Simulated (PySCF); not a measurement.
# Structure from 2D NMR

Compound of formula C4H12O3Si. Correlations simulated from computed shifts and the bond graph:

HSQC (one-bond C–H):
| δH | δC |
| --- | --- |
| 3.66 | 52.0 |
| 3.25 | 63.9 |
| 2.83 | 66.9 |

COSY cross peaks (H two or three bonds apart, from the bond graph; peaks can be absent where the dihedral angle is near 90°):
| δH | δH |
| --- | --- |
| 4.67 | 2.83 |

HMBC (two and three bonds, from the bond graph):
| δH | δC |
| --- | --- |
| 4.67 | 66.9, 52.0 |
| 3.25 | 66.9 |
| 2.83 | 63.9 |

All values are calculated (PySCF 2.14.0 with density-fitted response routines): σ from GIAO-CAM-B3LYP/pcSseg-1, structure optimised with PBE0-D3(BJ)/def2-SVP. Averaged over atoms made equivalent by symmetry, fast rotation or ring inversion, no solvent model, single conformer, non-relativistic Hamiltonian.

Shifts are taken against calculated references (same method and geometry level): TMS for 1H and 13C.

Exchangeable hydrogens are left out of these lists.

Question: Which molecule is this?

Answer: `CO[SiH](COC)OC`.

Structure with atom numbers: `[CH3:1][O:2][CH2:3][SiH:4]([O:5][CH3:6])[O:7][CH3:8]`; H(Xn) means a hydrogen on atom n.

1. δC 66.9 is C3, an sp3 CH2 bonded to O and Si (δH 2.83).
2. δC 63.9 is C1, a methyl carbon bonded to O (δH 3.25).
3. δC 52.0 is C6/C8, a methyl carbon bonded to O (δH 3.66).
4. COSY links 4.67–2.83.

This is the structure that produced the data.

Shifts are as computed, not scaled to solution data. Of 1211 compounds with measured shifts, 218 miss one by over three times the rms of a fit or turn the order of signals round; such compounds aren't used in these exercises.
